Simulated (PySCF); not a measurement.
What does the GFN2-xTB structure of `C[NH+](C)CO[SiH3]` look like in three dimensions? (Charge +1.)

```xyz
18
C3H12NOSi angstrom
C     -1.6004   -0.3155   -1.5520
N     -0.8141    0.2928   -0.4681
C     -1.5665    0.3341    0.8000
C      0.5131   -0.3833   -0.2668
O      1.2463    0.4137    0.5523
Si     2.8064    0.1942    1.1219
H     -2.5424    0.2170   -1.6724
H     -1.0517   -0.2764   -2.4914
H     -1.8140   -1.3557   -1.3104
H     -0.5851    1.2640   -0.7169
H     -2.4500    0.9603    0.6946
H     -1.8728   -0.6741    1.0743
H     -0.9280    0.7410    1.5829
H      0.3229   -1.3741    0.1693
H      0.9833   -0.5069   -1.2527
H      2.8442    1.4139    1.9020
H      2.8185   -1.0616    1.8651
H      3.6815    0.1229   -0.0434
```

Orientation and origin are arbitrary. Atoms count from 1 in this order. Of the pairs four or more bonds apart, O5···H13 is among the closest relative to their van der Waals radii: 2.43 Å, 89 % of the sum of Bondi's values. N2 (ammonium nitrogen) is distorted tetrahedral (angles from 105.1° to 112.6°). Si6 (oxygen-bound silicon) has angles from 95.6° to 117.1°. The C–N distances run from 1.471 Å (C1–N2, drawn single) to 1.503 Å (N2–C4, drawn single), a spread of 0.032 Å.

Bonds between heavy atoms (Å): C1–N2 1.471, N2–C3 1.475, N2–C4 1.503, C4–O5 1.358, O5–Si6 1.675.

Computed geometry: GFN2-xTB, gas phase.

Point group: C1 (no symmetry element, even within 0.4 Å). Whether it is a minimum is left open (no frequencies). Torsions: C1–N2–C4–O5 168°, N2–C4–O5–Si6 -179°.

One conformer stands for the species.
